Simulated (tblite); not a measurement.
Species: C6H11FSSi.
SMILES with atom numbers: `[CH3:1][CH2:2][S:3][SiH2:4][C:5]1=[CH:6][CH2:7][C@@H:8]1[F:9]` (hydrogens: H10, H11, H12 on C1; H13, H14 on C2; H15, H16 on Si4; H17 on C6; H18, H19 on C7; H20 on C8)

Computed with GFN2-xTB (tblite), gas phase: L-BFGS steps from a force-field or distance-geometry start until the largest atomic force falls under 0.01 eV/Å.

Step 108: E = -765.4853 eV
```
atom  x, y, z in Å  |  force x, y, z in eV/Å
C1     -3.7542    0.1831    0.0459    0.066   0.041  -0.023
C2     -2.8954   -0.9157   -0.5446    0.042  -0.019  -0.004
S3     -1.2818   -1.1138    0.3055   -0.017  -0.051   0.055
Si4    -0.1755    0.6098   -0.3307    0.037   0.030  -0.023
C5      1.6464    0.1990   -0.2214   -0.029   0.002  -0.046
C6      2.4956   -0.5554   -0.9305   -0.023  -0.047  -0.026
C7      3.6862   -0.3107   -0.0545   -0.002  -0.034  -0.021
C8      2.7522    0.6506    0.7132   -0.067   0.034  -0.004
F9      2.5874    0.3860    2.0444   -0.019  -0.039   0.080
H10    -4.7201    0.2048   -0.4564    0.023   0.019  -0.011
H11    -3.9215    0.0062    1.1050    0.034   0.009   0.021
H12    -3.2675    1.1494   -0.0784   -0.050   0.006   0.024
H13    -2.6948   -0.7452   -1.6016    0.000   0.017  -0.001
H14    -3.3786   -1.8836   -0.4253    0.001  -0.038  -0.015
H15    -0.4799    1.7738    0.4982   -0.008  -0.013   0.022
H16    -0.5713    0.8430   -1.7208    0.034   0.013   0.003
H17     2.3959   -1.1412   -1.8233   -0.027  -0.041  -0.057
H18     3.9888   -1.1742    0.5341    0.000  -0.001   0.053
H19     4.5639    0.1374   -0.5173    0.018   0.033  -0.018
H20     3.0190    1.7074    0.6359   -0.013   0.079  -0.010
```

Step 109: E = -765.4869 eV
```
atom  x, y, z in Å  |  force x, y, z in eV/Å
C1     -3.7401    0.1842    0.0594    0.051   0.030  -0.036
C2     -2.9011   -0.9179   -0.5559    0.039   0.001   0.014
S3     -1.2739   -1.1370    0.2660   -0.048  -0.048   0.048
Si4    -0.1779    0.6028   -0.3440    0.039   0.035  -0.028
C5      1.6451    0.1973   -0.2255   -0.046   0.025  -0.030
C6      2.4983   -0.5605   -0.9258   -0.034  -0.062  -0.029
C7      3.6839   -0.3098   -0.0444   -0.001  -0.037  -0.033
C8      2.7462    0.6576    0.7106   -0.058   0.035   0.006
F9      2.5779    0.4056    2.0443   -0.029  -0.045   0.068
H10    -4.7154    0.2218   -0.4256    0.045  -0.010   0.011
H11    -3.8885    0.0023    1.1218    0.035   0.006  -0.028
H12    -3.2493    1.1473   -0.0686   -0.027   0.017   0.033
H13    -2.7134   -0.7411   -1.6147   -0.014   0.028   0.014
H14    -3.3934   -1.8817   -0.4384    0.018  -0.033  -0.009
H15    -0.4940    1.7579    0.4934   -0.003  -0.021   0.027
H16    -0.5714    0.8528   -1.7323    0.042   0.008   0.007
H17     2.3999   -1.1499   -1.8170   -0.010  -0.040  -0.040
H18     3.9833   -1.1670    0.5548   -0.005  -0.009   0.043
H19     4.5640    0.1325   -0.5075    0.028   0.044  -0.015
H20     3.0146    1.7136    0.6268   -0.022   0.078  -0.024
```

Problem. Estimate the geometry and energy of step 110. (The exact step hangs on the optimiser's Hessian estimate; all steps are aligned on step 109, rigid shifts and turns removed.)

Solution. E = -765.4891 eV, largest force 0.081 eV/Å
```
atom  x, y, z in Å  |  force x, y, z in eV/Å
C1     -3.7199    0.1852    0.0681    0.029   0.038  -0.030
C2     -2.9012   -0.9226   -0.5634    0.032  -0.001   0.021
S3     -1.2630   -1.1577    0.2312   -0.045  -0.035   0.049
Si4    -0.1810    0.6005   -0.3553    0.000   0.029  -0.017
C5      1.6407    0.1979   -0.2309    0.003   0.000  -0.039
C6      2.4953   -0.5690   -0.9215   -0.072  -0.010   0.021
C7      3.6781   -0.3098   -0.0374   -0.008  -0.025  -0.036
C8      2.7371    0.6638    0.7084   -0.021   0.006  -0.007
F9      2.5651    0.4148    2.0433   -0.039  -0.040   0.035
H10    -4.7003    0.2375   -0.4037    0.007  -0.042   0.010
H11    -3.8544    0.0025    1.1326    0.031   0.000  -0.044
H12    -3.2278    1.1457   -0.0645    0.028   0.041   0.034
H13    -2.7244   -0.7451   -1.6235   -0.030   0.038   0.001
H14    -3.4047   -1.8808   -0.4428    0.046  -0.025  -0.005
H15    -0.5092    1.7443    0.4932    0.003  -0.027   0.035
H16    -0.5756    0.8725   -1.7392    0.047  -0.003   0.001
H17     2.3952   -1.1607   -1.8120    0.012  -0.038  -0.005
H18     3.9791   -1.1567    0.5760   -0.014  -0.015   0.009
H19     4.5573    0.1288   -0.5064    0.024   0.044   0.006
H20     3.0084    1.7195    0.6252   -0.035   0.063  -0.038
```

The energy changes by -0.0022 eV. The first-order estimate −F·Δx gives -0.0034 eV and the mean of the old and new forces, exact on a quadratic surface, -0.0022 eV. The step makes an angle of 82° with the force vector and moves no atom by more than 0.042 Å.

The cost below is that of the whole relaxation. Hardware: one thread, Arm Neoverse V2 (aarch64), shared host with 192 logical CPUs at a one-minute load of 96. Cost: 2.0 s.
